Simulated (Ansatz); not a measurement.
Reaction (atomization): `O[C](F)(F)[GeH3]` → C• + 2 F• + Ge• + 4 H• + O•

Calculated with Ansatz (gas phase, PBE0-D4/def2-TZVP geometries, no zero-point term in ΔE). CBS: MP2 limit from def2 TZ/QZ plus the TZ coupled-cluster correction, frozen cores. This one scheme is used for every species, atoms too. Functionals use def2-TZVPP. B3LYP here is the variant with VWN-RPA as its local correlation; programs differ in this. No spin–orbit coupling; open shells (•) take unrestricted orbitals. Spin–orbit coupling would lower the free atoms: a little for C, F, O; clearly for Ge. For Ge outer-core shells are correlated without core-valence functions, so the limit isn't a true one: a few kJ/mol of doubt a bond, and 10 to 20 or more in all where bonds break to atoms. Scalar relativity is left out up to krypton. Each species was taken in one conformer, which may not be the lowest.

| level | ΔE (kJ/mol) |
| --- | --- |
| ωB97M-V | 3022.2 |
| r2SCAN | 3035.5 |
| B3LYP | 2971.3 |
| MP2/CBS(def2) | 3104.6 |

(1) What does CCSD(T)/CBS give? (Best estimate.)

Largest T1 diagnostic among the species: 0.012.

## Answers

(1) The calculation gave: +3031.0 kJ/mol. The listed levels differ from it by -8.8, 4.5, -59.7, 73.6 kJ/mol.

In def2-TZVPP, CCSD(T) changes the Hartree–Fock value by +912.6 kJ/mol (the triples alone add +57.8 kJ/mol) and MP2 by +986.1 kJ/mol; breaking electron pairs costs correlation energy, which Hartree–Fock lacks. From PBE to PBE0 (25 % exact exchange), in def2-TZVPP and without D4, ΔE moves by −95.0 kJ/mol: exact exchange takes away binding that semilocal exchange gives to molecules. The D4 term adds +25.2 kJ/mol with B3LYP and +13.0 kJ/mol with PBE0; it sums over pairs of atoms, weighted by their polarisabilities, and B3LYP, whose exchange is more repulsive, gets the larger term.

For atomizations the MP2-based limit and the directly extrapolated one differ by several kJ/mol either way, and by 10 to 25 for some Ge, Se and Sn compounds, so smaller differences from it don't rank the levels.
